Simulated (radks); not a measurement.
Values are calculated unless marked as measured or tabulated.
Radial electron density D(r) = 4 pi r^2 rho(r) of an atom or ion with 63 electrons. Code: a radial shooting solver on a logarithmic mesh with Libxc functionals. Model: Dirac Kohn-Sham, PBEsol, spin-unpolarised, spherical densities, finite nucleus; Fermi nuclear charge, rms radius of each element as measured or else 0.836 A^(1/3) + 0.57 fm.

| r (bohr) | D(r) (e/bohr) |
|---|---|
| 0.005694 | 49.70 |
| 0.006845 | 59.45 |
| 0.008162 | 68.71 |
| 0.009811 | 77.37 |
| 0.0117 | 83.66 |
| 0.01406 | 87.13 |
| 0.01677 | 87.04 |
| 0.02016 | 83.88 |
| 0.02423 | 79.53 |
| 0.02889 | 77.11 |
| 0.03473 | 79.49 |
| 0.04141 | 87.68 |
| 0.04977 | 100.2 |
| 0.05935 | 110.3 |
| 0.07134 | 112.5 |
| 0.08507 | 104.5 |
| 0.1023 | 91.61 |
| 0.1229 | 85.05 |
| 0.1466 | 89.98 |
| 0.1762 | 98.96 |
| 0.2101 | 96.58 |
| 0.2525 | 76.75 |
| 0.3011 | 53.24 |
| 0.3619 | 41.81 |
| 0.4316 | 45.36 |
| 0.5188 | 49.71 |
| 0.6236 | 43.39 |
| 0.7436 | 30.64 |
| 0.8938 | 19.44 |
| 1.066 | 13.93 |
| 1.281 | 11.06 |
| 1.528 | 8.382 |
| 1.836 | 5.252 |
| 2.19 | 2.754 |
| 2.632 | 1.165 |
| 3.164 | 0.4396 |
| 3.772 | 0.1738 |
| 4.535 | 0.07357 |
| 5.407 | 0.03519 |
| 6.5 | 0.01213 |
| 7.75 | 0.0005099 |
| 9.316 | 0.009383 |
| 11.11 | 0.03170 |
| 13.35 | 0.02845 |
| 16.05 | 0.001962 |
| 19.14 | 0.01510 |
| 23.01 | 0.06771 |
| 27.43 | 0.06691 |
| 32.97 | 0.01578 |
| 39.32 | 0.001382 |

What is the nuclear charge?

Answer. Z = 64. The innermost maximum, from 1s, lies near gamma/Z bohr with gamma = sqrt(1 - (Z/c)^2) = 0.884, here 0.0138 bohr (found: 0.0152), and its height grows with Z. The density is that of the gadolinium ion Gd+ in [Xe] 4f7 5d1 7f1; the configuration itself is not fixed sharply by these data, and Z only to a few units. D(r) has 6 maxima, at r = 0.0152, 0.0675, 0.188, 0.515, 12.1, 25.1 bohr, and minima at 0.0294, 0.124, 0.371 bohr, inside which lie 2.01, 11.19, 29.32 electrons.
